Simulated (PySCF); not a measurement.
**How methods differ on the ionisation energy of Re⁵⁸⁺**

Re⁵⁸⁺ [Ne] 3s2 3p5 (2P) → Re⁵⁹⁺ [Ne] 3s2 3p4 (3P), as a difference of total energies. Calculation: PySCF 2.14, in an uncontracted even-tempered set (17 s from 15 bohr⁻², ratio 2.5; 12 p from 20 bohr⁻², ratio 2.5; 4 d from 81 bohr⁻², ratio 2.7; 4 f from 120 bohr⁻², ratio 2.7); the spin-free X2C one-electron Hamiltonian (Gaussian nucleus). Correlated levels: outer shells: 1s2 frozen; virtual orbitals above 40 to 60 times the deepest correlated orbital energy dropped. The calculations carry no spin-orbit coupling.

```csv
method,ionisation energy (eV)
UHF,6157.8
MP2 (outer shells),6159.0
SCS-MP2 (outer shells),6158.9
CCSD (outer shells),6159.0
CCSD(T) (outer shells),6159.0
```

Spin-orbit coupling is strong in these open shells (close to jj coupling). The scalar numbers leave it out and a first-order estimate fails, so it can dominate the gap to the real levels.

Breit and QED terms and the two-electron picture change are absent.

For comparison: 6042 ± 6 eV (theoretical estimate listed by NIST; NIST Atomic Spectra Database, ionization energies).
